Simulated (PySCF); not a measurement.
Calculation: PBE-D3(BJ)/def2-TZVP // PBE-D3(BJ)/def2-SVP in PySCF. Gas-phase values, no solvent. One relaxed conformer stands for a flexible species; it need not be the lowest. 

Reference species: [Ta(NH2)5] (neutral, multiplicity 1).

```yaml
charge on the central atom (Mulliken): 1.06 e
mean_distance_from_the_central_atom_to_its_bonded_neighbours: 2.029 Å
HOMO: -5.08 eV
LUMO: -1.19 eV
```

Changed species: [Ta(F)3(NH2)2] (2 of 5 F replaced by NH2; the reference has 5 of 5 F replaced by NH2).

Problem. Predict the effect on the charge on the central atom (Mulliken), mean distance from the central atom to its bonded neighbours, HOMO and LUMO.

Solution. the charge on the central atom (Mulliken) rises by 0.32 e, to 1.38 e; the mean distance from the central atom to its bonded neighbours drops by 0.091 Å, to 1.938 Å; the HOMO decreases by 1.84 eV, to -6.92 eV; the LUMO drops by 1.25 eV, to -2.44 eV.
